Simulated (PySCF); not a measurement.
**Potential energy of BeHg along the bond**

Set-up: basis Be cc-pVDZ, Hg cc-pVDZ-PP with ECP60; scalar-relativistic core potentials; PySCF 2.14. Energies in eV from Be + Hg in their ground configurations at the same level. State: ¹Σ⁺ (singlet), closed shell.

| R (Å) | RHF-SCS-MP2 | r²SCAN | PBE | RHF-CCSD(T) |
| --- | --- | --- | --- | --- |
| 2.553 | 0.1795 | -0.1248 | -0.1176 |  |
| 2.671 | 0.1270 | -0.1473 | -0.1429 | 0.1112 |
| 2.790 | 0.0895 | -0.1518 | -0.1500 | 0.0757 |
| 2.879 | 0.0677 | -0.1481 | -0.1479 | 0.0556 |
| 2.968 | 0.0499 | -0.1407 | -0.1419 | 0.0395 |
| 3.057 | 0.0352 | -0.1313 | -0.1336 | 0.0263 |
| 3.176 | 0.0193 | -0.1175 | -0.1206 | 0.0123 |
| 3.324 | 0.0043 | -0.1004 | -0.1037 | -0.0007 |
| 3.502 | -0.0081 | -0.0819 | -0.0846 | -0.0114 |
| 3.740 | -0.0175 | -0.0614 | -0.0631 |  |

Task: Put a parabola through the three lowest points of the r²SCAN curve and estimate Re, k and ωe (reduced mass 8.627 u; 1 eV/Å² = 0.16022 mdyn/Å; ωe = 1302.8·√(k/μ) cm⁻¹).

Result: Through R = 2.671, 2.79, 2.879 Å the second-order coefficient is 0.382 eV/Å², so Re ≈ 2.780 Å, k ≈ 0.122 mdyn/Å and ωe ≈ 155 cm⁻¹. A polynomial fit of higher order to the unrounded r²SCAN energies gives Re = 2.771 Å, k = 0.127 mdyn/Å, ωe = 158 cm⁻¹; anharmonicity and rounding make the difference.

The higher-order fit for each curve: r²SCAN: Re = 2.771 Å, ωe = 158 cm⁻¹, De = 0.152 eV; PBE: Re = 2.798 Å, ωe = 151 cm⁻¹, De = 0.150 eV. RHF-SCS-MP2 gives no reliable minimum on this grid. RHF-CCSD(T) gives no reliable minimum on this grid.

Correlated steps freeze no core orbitals. Closed-shell solutions of metal pairs were not tested for spin polarisation, which can lower them a little. The bond is weak. Basis-set superposition, not corrected here, can be much of De in a small basis, most of all at correlated wavefunction levels. Functionals without a dispersion term scatter widely for such bonds, and LDA overbinds them. Spin–orbit coupling is left out.
